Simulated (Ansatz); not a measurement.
System: YBr₂ (charge +1, singlet). The spin state was set by rule; other spins were not relaxed. 
Geometry from a B3LYP-D3(BJ)/def2-TZVP (Ansatz, a first-principles code) optimisation:
```xyz
3

Y      0.8479     0.2359     0.2037
Br    -0.6182     1.4983    -1.3937
Br    -0.3266    -1.7611     1.1666
```
Charge +1, spin multiplicity 1.

Basis-set convergence of Hartree-Fock and MP2 correlation energies (hartree) with Ansatz. Valence correlation only, unless marked. Spin-orbit coupling is left out. Frozen are the shells of the preceding noble gas and the d and f shells that filled before the atom's block. In def2 rows, elements after Kr have scalar-relativistic effective core potentials.

| basis | functions | E(HF) | E(corr, MP2) |
|---|---|---|---|
| def2-SVP | 95 | -5182.02116 | -0.27612 |
| def2-TZVPP | 152 | (withheld) | (withheld) |

### Question
Fill in the missing entries.

### Answer

- def2-TZVPP, E(HF): -5182.66286
- def2-TZVPP, E(corr, MP2): -0.36000
